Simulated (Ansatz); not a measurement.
Molecule: SiCl₂, charge 0, multiplicity 1. 
Structure (B3LYP-D3(BJ)/def2-TZVP (Ansatz, a first-principles code) minimum search):
SMILES: Cl[Si]Cl
```xyz
3

Si    -0.0165     0.0173     0.9364
Cl     1.0611     1.2272    -0.3899
Cl    -1.0475    -1.2415    -0.3813
```

Property: vertical ionisation energy (to the doublet state of charge +1; each state is the SCF solution reached for its spin; for the singlet the Hartree-Fock reference is unstable and T1 is 0.013), in eV. Cores are frozen in the correlated levels unless marked. Open shells are spin-unrestricted. No spin-orbit coupling. No relativistic terms. CBS(X,Y): correlation extrapolated as X^-3; Hartree-Fock from the larger set. The bracket is a focal-point correction in the basis named.

| level | program | vertical ionisation energy (eV) |
|---|---|---|
| HF/aug-cc-pV(D+d)Z | Ansatz | 9.33 |
| HF/aug-cc-pV(Q+d)Z | Ansatz | 9.25 |
| SVWN5/def2-TZVPD | Ansatz | 10.01 |
| r2SCAN/def2-TZVPD | Ansatz | 9.84 |

What does RI-MP2/CBS(aug-cc-pV(T+d)Z,aug-cc-pV(Q+d)Z)+[CCSD(T)-MP2]/aug-cc-pV(T+d)Z (Ansatz) give?

10.21 eV, so r2SCAN/def2-TZVPD differs from it by -0.37 eV.
